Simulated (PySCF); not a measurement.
**Bond length, frequency and bond energy of KO⁻ by level of theory**

State: ³Π (triplet), unpaired electrons σ ↑, π ↑. Set-up: PySCF, no relativity, basis sets K def2-SVPD, O def2-SVPD. De refers to K + O⁻ in their high-spin ground configurations, without counterpoise correction. The functionals are run spin-unrestricted. A positive dipole points towards O; it is taken about the centre of mass and depends on that origin.

```
      Level  Re (Å)  ωe (cm⁻¹)  De (eV)  μ (D)  CPU s a point (SCF and correlation, without the integrals)
    UHF-MP2   2.505        309     1.78    n/a                                                        0.21
UHF-SCS-MP2   2.508        308      n/a    n/a                                                         n/a
   UHF-CCSD   2.499        313      n/a    n/a                                                         n/a
UHF-CCSD(T)   2.506        309      n/a    n/a                                                         5.1
        PBE   2.491        299     1.75   1.94                                                        0.57
       TPSS   2.485        302     1.84   3.02                                                         2.6
     r²SCAN   2.481        311     1.82   2.11                                                         1.2
      B3LYP   2.487        306     1.67   1.43                                                        0.61
       PBE0   2.464        318     1.81   2.15                                                        0.88
     M06-2X   2.458        330     1.76   1.76                                                         3.3
    LC-ωPBE   2.463        323     1.87   2.71                                                        0.66
```

Question: What does a quarter of exact exchange do here, going from PBE to PBE0?

Answer: PBE0 less PBE: -2.7 pm in Re, +6.4 % in ωe, +0.06 eV in De. Exact exchange removes part of the self-interaction that spreads semilocal densities, and in most molecules shortens and stiffens the bond and lowers De; here De goes the other way.

Question: What does the step from GGA to meta-GGA do here, going from PBE to r²SCAN?

Answer: r²SCAN less PBE: -1.0 pm in Re, +4.0 % in ωe, +0.07 eV in De. 

Question: What does the triples do here, going from UHF-CCSD to UHF-CCSD(T)?

Answer: UHF-CCSD(T) less UHF-CCSD: +0.7 pm in Re, -1.3 % in ωe. Correlation nearly always deepens the well. The bond lengthens, as in strong covalent bonds, where excitations into antibonding orbitals dominate.

Correlated steps freeze 6 core orbitals. Correlated levels converge slowly with the basis: in double zeta they bind strong bonds too weakly, by up to about 1 eV, and carry superposition errors of some tenths. For an ion De counts to the pair picked by the measured ionisation energies or electron affinities, which need not be the lowest pair at this level. Counting both spins, an empty level lies below a filled one in some of these solutions, because spin and occupation are held. The highest Kohn–Sham level is positive in this anion. Much of that is self-interaction error, but it also means that the finite basis helps to hold the extra electron. The state is the lowest determinant that a PBE0 search found; another state may lie lower at other levels.

The whole job (state search and all levels along the bond) took about 3.3 min on 1 thread of Oxide Virtual Turin-like (shared host), peak memory 0.62 GiB.
